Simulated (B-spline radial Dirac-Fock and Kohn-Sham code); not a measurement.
## Atomic SCF run for Tl

ΔSCF core binding energies without Breit or QED terms, calculated with a radial atomic solver. Keys: rel is the Hamiltonian (dirac, or spin-free x2c and nr, where L3 and M5 stand for the whole 2p and 3d shells), method is hf or an exchange,correlation pair (spin-unpolarised, also for the hole states), nuc the nuclear model, radius_factor scales its radius, rmax is the box in bohr, h the logarithmic mesh step, order the B-spline order, points the quadrature points per cell, c_factor scales the speed of light, and damp, ndamp, maxit and tol steer the iteration. The run stops when the commutator error falls below 10·tol·max(1, Z/10), or the numerical noise floor, and the energy has settled to about 1e-8 Ha; the virial ratio is −V/T.

Input (task.json):

```json
{"items": [{"Z": 81, "q": 0, "cfg": [[1, 0, 2], [2, 0, 2], [2, 1, 6], [3, 0, 2], [3, 1, 6], [3, 2, 10], [4, 0, 2], [4, 1, 6], [4, 2, 10], [4, 3, 14], [5, 0, 2], [5, 1, 6], [5, 2, 10], [6, 0, 2], [6, 1, 1]], "A": 205, "rrms": 5.4759, "do": "settings", "holes": ["K", "L3", "M5"],
  "settings": [{"rel": "dirac", "method": "lda,vwn", "nuc": "fermi", "radius_factor": 1.0, "rmax": 45.0, "h": 0.3, "order": 8, "points": 10, "c_factor": 1.0, "maxit": 90, "damp": 0.5, "ndamp": 3, "tol": 1e-08, "cfg": "1s2 2s2 2p6 3s2 3p6 3d10 4s2 4p6 4d10 4f14 5s2 5p6 5d10 6s2 6p3"}]}]}
```

Command: `python xray2_run.py task.json out`

Ground-state iterations:

```
iter   energy (Ha)        error
   1   -20270.33837719  2.22e+00
   2   -20220.68097862  7.03e-01
   3   -20265.51214025  4.80e-01
   4   -20271.72626035  1.35e-01
   5   -20224.70540863  4.33e-01
   6   -20266.41621023  4.70e-01
   7   -20270.86547806  1.95e-01
   8   -20271.32931319  1.56e-01
   9   -20271.60792542  1.43e-01
  10   -20272.08217790  9.04e-02
  11   -20272.32726114  3.80e-02
  12   -20272.30117512  3.36e-02
  13   -20272.55447801  6.62e-03
  14   -20272.37164708  2.06e-02
  15   -20272.55888648  4.08e-03
  23   -20272.34355033  2.42e-02
  31   -20272.19622300  4.60e-02
  39   -20272.33414603  2.54e-02
  47   -20272.33460864  2.54e-02
  55   -20272.19404132  4.63e-02
  63   -20272.23797629  4.03e-02
  71   -20272.55785848  3.95e-03
  79   -20272.56504212  1.63e-03
  87   -20272.35933631  2.20e-02
  90   -20272.34761983  3.18e-02
```

The ground state had not converged after 90 iterations, with total energy -20272.34762 Ha, virial ratio 1.86408 and highest orbital energy 0.76 eV. Holes are computed only in closed shells, and unreliable hole states are left out.

Q: One setting is unsound. Which, and why?

A: cfg describes an anion whose outer electrons are not bound. With the default settings (Dirac Hartree-Fock): The ground state converged in 11 iterations, with total energy -20274.84358 Ha, virial ratio 1.86406 and highest orbital energy -4.80 eV. ΔSCF binding energies: K (1s) 86005.5 eV, L3 (2p3/2) 12700.5 eV, M5 (3d5/2) 2399.4 eV.
